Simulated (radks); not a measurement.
The numbers below are computed, except where a source is named.
Problem. Pt XXIII, 56 electrons, occupied as [Kr] 4d10 4f10. Code: a radial shooting solver on a logarithmic mesh with Libxc functionals. Model: Dirac Kohn-Sham, PBE, spin-unpolarised, spherical densities, point nucleus; open shells are shared between the two j in proportion to 2j + 1.

Spin-orbit splittings of the eigenvalues, e(l+1/2) - e(l-1/2), with zeta = 2 splitting/(2l+1) and mean radii in bohr:

shell  occ.  splitting (eV)  zeta (eV)  <r> j=l-1/2  <r> j=l+1/2
2p        6            1730       1153      0.05905      0.06749
3p        6           381.2      254.1       0.1766       0.1920
3d       10               ?          ?       0.1673       0.1720
4p        6           95.58      63.72       0.4091       0.4395
4d       10           18.51      7.405       0.4419       0.4511
4f       10           4.353      1.244       0.4486       0.4529

Estimate the 3d splitting.

Solution. 82.20 eV (zeta = 32.88 eV).
